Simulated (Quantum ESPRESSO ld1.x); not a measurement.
Results of a calculation; reference values are marked as such.
Task: Ar II, 17 electrons, occupied as [Ne] 3s2 3p4 4f1 (not the ground configuration). Level of theory: non-relativistic Kohn-Sham, exchange-only LDA, spin-polarised, spherical densities, point nucleus; open shells are filled with parallel spins first (ld1.x of Quantum ESPRESSO 7.5). Some entries of the table are withheld. Estimate them.

orbital  occ.  eigenvalue (hartree)  <r^2> (bohr^2)
1s up       1             -114.7135         0.01003
1s down     1             -114.6940         0.01003
2s up       1              -11.6980          0.2072
2s down     1              -11.6759          0.2067
2p up       3               -9.3527          0.1776
2p down     3               -9.3257          0.1771
3s up       1               -1.7067             (1)
3s down     1               -1.5977             (2)
3p up       3               -1.1665           2.523
3p down     1               -1.0628           2.609
4f up       1                   (3)             (4)
4f down     0                   (5)             (6)

Result: 
(1) 3s up <r^2> (bohr^2): 2.054
(2) 3s down <r^2> (bohr^2): 2.088
(3) 4f up eigenvalue (hartree): -0.0848
(4) 4f up <r^2> (bohr^2): 87.68
(5) 4f down eigenvalue (hartree): -0.0352
(6) 4f down <r^2> (bohr^2): 227.6
